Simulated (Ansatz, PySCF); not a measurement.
Ge(Me)(OH)3 (CH₆GeO₃), SMILES [OH][Ge]([CH3])([OH])[OH]. Atoms are numbered in the order given.

```xyz
11

C      2.0211    -0.2620    -0.1933
Ge     0.1149    -0.0149    -0.0118
O     -0.7786    -0.7919    -1.3448
O     -0.3269     1.7124    -0.0164
O     -0.4956    -0.7128     1.5110
H      2.3124    -0.1233    -1.2441
H      2.5492     0.4726     0.4310
H      2.2937    -1.2769     0.1292
H     -1.4759    -1.3674    -1.0013
H     -1.0240     1.8868    -0.6638
H     -1.0234    -0.0654     1.9984
```
Charge 0, spin multiplicity 1.

Geometry optimised at B3LYP-D3(BJ)/def2-SVP. One conformer was computed; it need not be the lowest.

Two levels are set side by side: PBE-D3(BJ)/def2-SVP (Ansatz, an electronic-structure program) and B3LYP-D3(BJ)/def2-SVP (Ansatz). Each level has its own optimised geometry; the coordinates shown are those of the second. Frequencies come from the Hessian of PySCF at each geometry. Differences are taken from unrounded values.

| quantity | B3LYP-D3(BJ) | PBE-D3(BJ) | PBE-D3(BJ) minus B3LYP-D3(BJ) |
|---|---|---|---|
| mean bond length (Å) | 1.348 | 1.358 | 0.010 |
| bond C1–Ge2 (Å) | 1.931 | 1.936 | 0.005 |
| bond Ge2–O3 (Å) | 1.783 | 1.798 | 0.015 |
| bond Ge2–O4 (Å) | 1.783 | 1.798 | 0.015 |
| bond Ge2–O5 (Å) | 1.783 | 1.798 | 0.015 |
| bond C1–H6 (Å) | 1.099 | 1.106 | 0.007 |
| bond C1–H7 (Å) | 1.099 | 1.106 | 0.007 |
| bond C1–H8 (Å) | 1.099 | 1.106 | 0.007 |
| bond O3–H9 (Å) | 0.967 | 0.976 | 0.009 |
| bond O4–H10 (Å) | 0.967 | 0.976 | 0.009 |
| bond O5–H11 (Å) | 0.967 | 0.976 | 0.009 |
| highest harmonic wavenumber (cm⁻¹) | 3835 | 3720 | -115 |
| mean harmonic wavenumber (cm⁻¹) | 1251 | 1219 | -31 |
| zero-point energy (kcal/mol) | 48.28 | 47.06 | -1.22 |

GGA bonds tend to be longer and softer than those of functionals with exact exchange. Differences between two approximate levels are no errors against the true value.
